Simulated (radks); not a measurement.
Values are calculated unless marked as measured or tabulated.
Re29+, configuration [Kr] 4d10. Code: a radial shooting solver on a logarithmic mesh with Libxc functionals. Model: Dirac Kohn-Sham, LB94 model potential, spin-unpolarised, spherical densities, finite nucleus; Fermi nuclear charge, rms radius 5.3698 fm. Some entries of the table are withheld. Estimate them.

orbital  occ.  eigenvalue (Ry)  r(max) (bohr)
1s1/2       2        -5351.679        0.01123
2s1/2       2        -992.1582        0.06467
2p1/2       2        -953.4531            (1)
2p3/2       4        -846.8917            (2)
3s1/2       2        -289.9325         0.1821
3p1/2       2        -272.5295            (3)
3p3/2       4        -249.2428            (4)
3d3/2       4        -219.8145         0.1444
3d5/2       6        -214.7643         0.1483
4s1/2       2        -114.8436         0.4008
4p1/2       2        -107.4750         0.3978
4p3/2       4        -101.0402         0.4236
4d3/2       4        -88.87750         0.4113
4d5/2       6        -87.55285         0.4188

Answer. 
(1) 2p1/2 r(max) (bohr): 0.04793
(2) 2p3/2 r(max) (bohr): 0.05492
(3) 3p1/2 r(max) (bohr): 0.1703
(4) 3p3/2 r(max) (bohr): 0.1844
